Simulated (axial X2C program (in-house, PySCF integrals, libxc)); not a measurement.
# AlBr⁻: from the spin-free to the two-component result

All values were computed with an in-house relativistic program for diatomic molecules. Spin-free means the one-electron spin-free X2C Hamiltonian; two-component (2c) means X2C with spin–orbit coupling and atomic mean-field two-electron Coulomb and Gaunt terms, so the difference of the two also holds small scalar two-electron terms. Basis: Br dyall-acv3z [9s10p7d5f1g], Al dyall-av3z [9s9p3d2f] (cores contracted in-house); Gaussian nuclei, density fitting, unrestricted open shells. Masses: Br 78.918 u, Al 26.982 u.

Spin-free state: M_S = 1/2, Λ = 1 (beyond evenly filled blocks: π+α); fragments Br- + Al.

```tsv
level	Re (Å)	ωe (cm⁻¹)	De (eV)	μ (D)
PBE0	2.478	258.3	1.496	-5.50
HF	2.529	227.0	1.020	-5.25
MP2	2.484	257.5	1.443	n/a
CCSD	2.500	249.4	1.387	n/a
CCSD(T)	2.498	252.7	1.439	n/a
PBE50	2.470	262.1	1.469	-5.34
```

Correlated methods: 11 electrons correlated (number of frozen shells: Br 3 s, 2 p, 1 d; Al 2 s, 1 p), 247 virtual spin orbitals or spinors in MP2, 90 natural virtuals in coupled cluster.

Dipoles are positive if Al is the positive end and refer to the centre of mass.

(1) Within this multiplet, which Ω should lie lowest by the rule for regular and inverted multiplets?

Two-component determinant lowest at the distance of the search:

Ω = 1/2 (⟨Sz⟩ = -0.50, ⟨Lz⟩ = 1.00 at HF); fragments Br- + Al.

```tsv
level	Re (Å)	ωe (cm⁻¹)	De (eV)	μ (D)
PBE0	2.478	258.7	1.506	-5.49
HF	2.529	227.5	1.028	-5.24
MP2	2.483	258.0	1.449	n/a
CCSD	2.500	249.9	1.388	n/a
CCSD(T)	2.497	253.1	1.441	n/a
PBE50	2.469	262.6	1.479	-5.34
```

(2) From the two tables, how do the constants change at the CCSD(T) level (2c against spin-free)?

The state is a single determinant with fixed occupations, the lowest that a limited PBE0 search found. Dissociation energies refer to the lowest single-determinant-based atoms at the same level and basis. Density functionals use the spin component along the axis (collinear). Coupled cluster ran in a truncated set of natural virtual spinors; the MP2 energy of the rest was added. (T) has no such correction and the atoms are truncated less, which lowers De at CCSD(T) by a hundredth of an eV or more. The highest occupied level is positive at some bond lengths even in Hartree–Fock (under at least one Hamiltonian), so the basis set holds the extra electron there; where that holds at Re the anion is at best weakly bound and its constants depend on the basis. The 2c atoms are single determinants rather than J levels; their spin–orbit lowering is only partly caught, and De is too large by that part. This holds for PBE0, PBE50. The functionals have no current-density term, which raises determinants with orbital currents, atoms included. Hartree–Fock gets electron affinities wrong, so its lowest charge split need not be the true one.

## Answers

(1) The open π shell holds one electron, so the multiplet is regular: Ω = Λ − 1/2 = 1/2. The PBE0 2c search agrees, though Ω = 3/2 of the search lies only 0.02 eV higher.

(2) At the CCSD(T) level Re is unchanged within 0.001 Å and ωe goes up by 0.4 cm⁻¹; De changes by 0.002 eV.
